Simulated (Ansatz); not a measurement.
`FC[SiH](F)[SiH3]` → `FC[SiH2]F` + `[SiH2]` at 500 K and 1 bar (silylene loss).

Isolated molecules relaxed with PBE0-D4/def2-TZVP in Ansatz; ΔE leaves out vibrations. CBS: MP2 limit from def2 TZ/QZ plus the TZ coupled-cluster correction, frozen cores. This one scheme is used for every species. One conformer a species, not always the lowest.

```csv
species,CCSD(T)/CBS energy (Eh),H − E (kJ/mol),S (J/(mol·K))
`FC[SiH](F)[SiH3]`,-819.44559,226.7,448.6
`FC[SiH2]F`,-529.16787,166.0,357.9
`[SiH2]`,-290.19011,48.0,226.5
```

H − E and S are ideal-gas, rigid-rotor, harmonic terms from PBE0-D4/def2-TZVP, for one conformer and one mirror image of each species. 1 Eh = 2625.50 kJ/mol, R = 8.31446 J/(mol·K).

**Question.** By hand: ΔE, ΔH, ΔS and ΔG.

**Answer.** ΔE = (-529.16787) + (-290.19011) − (-819.44559) = 0.08761 Eh = 230.0 kJ/mol. Δ(H − E) = 166.0 + 48.0 − 226.7 = -12.7, so ΔH = 217.3 kJ/mol. ΔS = 357.9 + 226.5 − 448.6 = 135.8 J/(mol·K). ΔG = 217.3 − 500 × (135.8)/1000 = 149.4 kJ/mol.

**Question.** By hand: the equilibrium constant, and the temperature at which ΔG would vanish if ΔH and ΔS stayed fixed.

**Answer.** log₁₀ K = −ΔG/(RT ln 10) = -15.6. ΔG = 0 at ΔH/ΔS = 1600 K.

The number of gas molecules changes by +1, which sets the sign of ΔS. A doubt of 5 kJ/mol in ΔE shifts log₁₀ K by 0.5 here. Other conformers and mirror images would add mixing entropy, several J/(mol·K) or more a flexible species. Modes under 60 cm⁻¹, often nearly free rotors, make the harmonic entropy too high. These are equilibria of isolated gas molecules and say nothing of rates. Largest T1 diagnostic: 0.014 (customary marks: 0.02 for closed shells, 0.045 for open ones).
